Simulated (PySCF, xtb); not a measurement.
CHS₂, SMILES S=C=[SH+], charge +1.

Harmonic wavenumbers (cm⁻¹) from GFN2-xTB (xtb) at its own minimum, in rising order: 275, 304, 629, 820, 1559, 2229.

Question: What does PBE-D3(BJ)/def2-TZVP run with PySCF give at its own minimum? (Estimate from the structure and the level; the computed values follow.)

Answer: 313, 365, 611, 891, 1544, 2500. Paired by order, the mean absolute difference is 79 cm⁻¹ and the zero-point energies are 8.3 and 8.9 kcal/mol.
